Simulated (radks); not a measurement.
Q: Species: Ba XL. Configuration: [Ne] 3s2 3p5. Method: non-relativistic Kohn-Sham, LB94 model potential, spin-polarised, spherical densities, point nucleus; open shells are filled with parallel spins first (spin-orbit coupling, left out, can overturn this in heavy ions); relativity is left out, which matters for an element this heavy; computed with a radial shooting solver on a logarithmic mesh with Libxc functionals. Some entries of the table are withheld. Estimate them.

| orbital | occ. | eigenvalue (eV) | <r^2> (bohr^2) | r(max) (bohr) |
|---|---|---|---|---|
| 1s down | 1 | -37973.10 | 0.0009813 | 0.01797 |
| 1s up | 1 | -37973.02 | 0.0009815 | 0.01797 |
| 2s up | 1 | -7704.695 | 0.01542 | 0.09847 |
| 2s down | 1 | -7704.145 | 0.01543 | 0.09850 |
| 2p up | 3 | -7421.958 | 0.01151 | (1) |
| 2p down | 3 | -7420.188 | 0.01152 | (2) |
| 3s up | 1 | -2985.867 | 0.08832 | 0.2637 |
| 3s down | 1 | -2981.083 | 0.08832 | 0.2636 |
| 3p up | 3 | -2878.789 | 0.08107 | 0.2485 |
| 3p down | 2 | -2874.584 | 0.08101 | 0.2483 |

A: 
(1) 2p up r(max) (bohr): 0.07685
(2) 2p down r(max) (bohr): 0.07687
